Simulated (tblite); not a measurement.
Input of a run (GFN2-xTB geometry optimisation, gas phase (tblite 0.8.0)), started from a force field or distance geometry:
```
{"job": {"kind": "relax", "xc": "GFN2-xTB", "basis": "xTB"}, "charge": 0, "multiplicity": 1}
C      0.275400     1.637800    -0.942200
Si     0.226100     0.496300     0.500300
Si     1.671100    -1.285500     0.124700
C     -1.475000    -0.171900     0.838000
C     -2.045700    -0.907000    -0.285500
N     -2.495400    -1.481200    -1.198600
H     -0.041400     1.139500    -1.866100
H      1.277000     2.050400    -1.098500
H     -0.404200     2.483800    -0.783400
H      0.686100     1.231500     1.722300
H      1.582900    -2.229100     1.264000
H      3.052900    -0.790400    -0.013800
H      1.265700    -1.987300    -1.113500
H     -2.133200     0.651600     1.107500
H     -1.446500    -0.830600     1.722900
```

Output (eV, eV/Å):
```
step      E/eV     max force
  0    -471.39475    2.995
  1    -471.38175    7.720
  2    -471.55084    0.924
  3    -471.56976    0.422
  4    -471.58371    0.468
  5    -471.59627    0.571
  6    -471.60390    0.324
  7    -471.61130    0.229
  8    -471.61759    0.345
  9    -471.62256    0.326
 10    -471.62599    0.159
 11    -471.62867    0.130
 12    -471.63101    0.169
 13    -471.63265    0.164
 14    -471.63365    0.087
 15    -471.63437    0.088
 16    -471.63497    0.094
 17    -471.63544    0.072
 18    -471.63585    0.054
 19    -471.63631    0.081
 20    -471.63681    0.108
 21    -471.63726    0.090
 22    -471.63761    0.064
 23    -471.63797    0.064
 24    -471.63844    0.083
 25    -471.63894    0.098
 26    -471.63931    0.061
 27    -471.63956    0.058
 28    -471.63984    0.063
 29    -471.64029    0.106
 30    -471.64089    0.115
 31    -471.64141    0.072
 32    -471.64170    0.039
 33    -471.64185    0.029
 34    -471.64200    0.043
 35    -471.64217    0.044
 36    -471.64233    0.029
 37    -471.64244    0.026
 38    -471.64250    0.021
 39    -471.64254    0.022
 40    -471.64257    0.017
 41    -471.64259    0.011
 42    -471.64260    0.011
 43    -471.64261    0.013
 44    -471.64263    0.017
 45    -471.64264    0.014
 46    -471.64266    0.012
 47    -471.64266    0.007
```

Summarise the run.

The energy falls by 23.9 kJ/mol over 47 L-BFGS steps, the largest force on an atom goes from 3.00 to 0.007 eV/Å, and the atoms move by 0.103 Å rms after alignment. The bond that changes most is Si2–C4 (SiH silicon to sp3 carbon bound to silicon), which lengthens by 0.079 Å. Bonds longer at the end by more than 0.005 Å: 2 of 14; shorter: 10. Among the angles that change most is Si3–Si2–H10, from 108.5° to 115.8°. Among the dihedrals that turn most is H8–C1–Si2–H10, from 58° to 68°. The energy rose by more than 1e-5 eV at step 1.

What are the final bond lengths?

C1–Si2 1.903 Å, Si2–Si3 2.320 Å, Si2–C4 1.937 Å, C4–C5 1.425 Å, C5≡N6 1.145 Å, C1–H7 1.087 Å, C1–H8 1.086 Å, C1–H9 1.087 Å, Si2–H10 1.478 Å, Si3–H11 1.467 Å, Si3–H12 1.466 Å, Si3–H13 1.463 Å, C4–H14 1.091 Å, C4–H15 1.091 Å. Numbering counts from 1 in the input's order; the species is `C[Si@H]([SiH3])CC#N`.

Hardware: an Intel Xeon at 2.50 GHz with one thread (shared host). Cost: 0.97 s wall.

Its GFN2-xTB frequencies are all real (lowest 21 cm⁻¹). The numbers are those of one conformer.

The numbers are calculated, not measured.
